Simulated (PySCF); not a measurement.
**Electron correlation in Rh(2+) (rhodium, charge +2)**

[Kr] 4d7, high-spin 4F determinant. Computed with PySCF 2.14 in def2-QZVPPD with the def2 core potential (28 electrons) (7s5p4d4f2g, 88 functions), with a scalar-relativistic core potential. Frozen: 4s2 4p6; 7 electrons correlated.

| level | correlation energy (mhartree) |
| --- | --- |
| CCSD | -166.53 |
| (T) | -4.11 |
| CCSD(T) | -170.64 |

Diagnostics: T1 = 0.00100, D1 = 0.0016, largest double amplitude 0.018.

Cost of the coupled-cluster step: of the order of 23 core-seconds, for 7 correlated electrons.

Iterations:

```
CC2 = 0
CCSD nocc = (np.int64(5), np.int64(2)), nmo = (84, 84)
frozen orbitals [[0, 1, 2, 3], [0, 1, 2, 3]]
max_cycle = 100
direct = 0
conv_tol = 1e-08
conv_tol_normt = 1e-06
diis_space = 8
diis_start_cycle = 0
Init t2, MP2 energy = -0.163506401190161
Init E_corr(UCCSD) = -0.163506401190268
cycle = 1  E_corr(UCCSD) = -0.165822015899096  dE = -0.00231561471  norm(t1,t2) = 0.0123255
cycle = 2  E_corr(UCCSD) = -0.166279267844522  dE = -0.000457251945  norm(t1,t2) = 0.00544508
cycle = 3  E_corr(UCCSD) = -0.166532842617307  dE = -0.000253574773  norm(t1,t2) = 0.00321058
cycle = 4  E_corr(UCCSD) = -0.166529885923797  dE = 2.95669351e-06  norm(t1,t2) = 0.00104359
cycle = 5  E_corr(UCCSD) = -0.166528124813249  dE = 1.76111055e-06  norm(t1,t2) = 0.000333922
cycle = 6  E_corr(UCCSD) = -0.166532025277183  dE = -3.90046393e-06  norm(t1,t2) = 0.000116457
cycle = 7  E_corr(UCCSD) = -0.166531658292552  dE = 3.66984631e-07  norm(t1,t2) = 2.54637e-05
cycle = 8  E_corr(UCCSD) = -0.166531491165142  dE = 1.6712741e-07  norm(t1,t2) = 6.76615e-06
cycle = 9  E_corr(UCCSD) = -0.166531539742099  dE = -4.85769566e-08  norm(t1,t2) = 1.21214e-06
cycle = 10  E_corr(UCCSD) = -0.166531544167054  dE = -4.42495535e-09  norm(t1,t2) = 1.99708e-07
UCCSD converged
E(UCCSD) = -109.0874460797523  E_corr = -0.1665315441670539
UCCSD(T) correction = -0.00411341864877369
```
